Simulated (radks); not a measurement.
The carbon ion C+, 5 electrons, occupied as [He] 2s2 2p1. Method: scalar-relativistic Kohn-Sham, exchange-only B88, spin-polarised, spherical densities, finite nucleus; open shells are filled with parallel spins first; Fermi nuclear charge, rms radius 2.4702 fm; computed with a radial shooting solver on a logarithmic mesh with Libxc functionals.

Radial electron density D(r) = 4 pi r^2 rho(r):

r (bohr),D(r) (e/bohr),spin D(r)
0.02134,0.5758,-0.0000147
0.02368,0.6891,-0.0000146
0.02628,0.8221,-0.0000129
0.02916,0.9776,-0.00000864
0.03235,1.158,-1.15e-07
0.0359,1.366,0.0000150
0.03983,1.604,0.0000403
0.0442,1.874,0.0000809
0.04904,2.176,0.000144
0.05441,2.512,0.000242
0.06038,2.880,0.000388
0.067,3.276,0.000607
0.07434,3.694,0.000929
0.08249,4.128,0.00140
0.09153,4.564,0.00207
0.1016,4.989,0.00304
0.1127,5.385,0.00441
0.125,5.732,0.00634
0.1387,6.007,0.00902
0.154,6.190,0.0127
0.1708,6.260,0.0178
0.1895,6.201,0.0245
0.2103,6.005,0.0336
0.2315,5.704,0.0445
0.2569,5.257,0.0596
0.285,4.709,0.0790
0.3163,4.095,0.103
0.3509,3.458,0.133
0.3894,2.846,0.170
0.4321,2.305,0.213
0.4794,1.876,0.262
0.532,1.582,0.318
0.5903,1.433,0.379
0.655,1.418,0.443
0.7268,1.510,0.506
0.8064,1.670,0.563
0.8948,1.848,0.608
0.9929,1.997,0.637
1.102,2.078,0.643
1.222,2.066,0.626
1.356,1.954,0.585
1.505,1.753,0.523
1.67,1.488,0.446
1.853,1.191,0.363
2.056,0.8969,0.279
2.282,0.6330,0.204
2.532,0.4169,0.140
2.809,0.2551,0.0899
3.117,0.1443,0.0541
3.459,0.07504,0.0302
3.838,0.03563,0.0155
4.258,0.01535,0.00730
4.725,0.005947,0.00311
5.243,0.002056,0.00119
5.818,0.0006281,0.000399

D(r) has 2 maxima, at r = 0.172, 1.15 bohr, and minima at 0.629 bohr, inside which lie 2.12 electrons.
